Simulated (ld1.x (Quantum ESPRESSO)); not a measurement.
Which change was made? (H, TM)

- Element: H (Z = 1)
- Generator: ld1.x (Quantum ESPRESSO) 7.5
- Type: norm-conserving Troullier–Martins (Kleinman–Bylander form)
- Functional: LDA (PZ)
- Relativity: scalar-relativistic
- Frozen core: none
- Valence charge: 1
- Reference configuration: 1s1
- Partial waves: 1s (bound): rc 1.25 bohr; 2p channel at 0.45 Ry: rc 1.20 bohr
- Local potential: the p channel
- Core correction: none

Cutoffs, loose and tight: the cutoffs (Ry, on a coarse ladder) from which the occupation-weighted sum of valence levels, in a spherical-Bessel basis at the reference potential, stays within 10 and 1 mRy of its value at 400 Ry. They do not see the model core or the augmentation charge, which bear on the density cutoff. Test errors are all-electron minus pseudo excitation energies from the reference, over the configurations 1s0.5 (two spin-polarised tests are not counted in the largest error); variants that change the core or the reference have their own tests.

The base gives: outcome: generated; cutoff, loose: 18 Ry; cutoff, tight: 35 Ry; bound ghosts: none.

After one change the result is: outcome: generated; cutoff, loose: 25 Ry; cutoff, tight: 45 Ry; bound ghosts: none. Which change was it?
A. all radii scaled by about 1.33 (s 1.66, p 1.60 bohr)
B. functional PBEsol
C. wave 1s (bound): rc 1.25 bohr becomes 1s (bound): rc 1.02 bohr

C. The others give: functional PBEsol → outcome: generated; cutoff, loose: 21 Ry; cutoff, tight: 35 Ry; bound ghosts: none | all radii scaled by about 1.33 (s 1.66, p 1.60 bohr) → outcome: generated; cutoff, loose: 15 Ry; cutoff, tight: 25 Ry; bound ghosts: none.
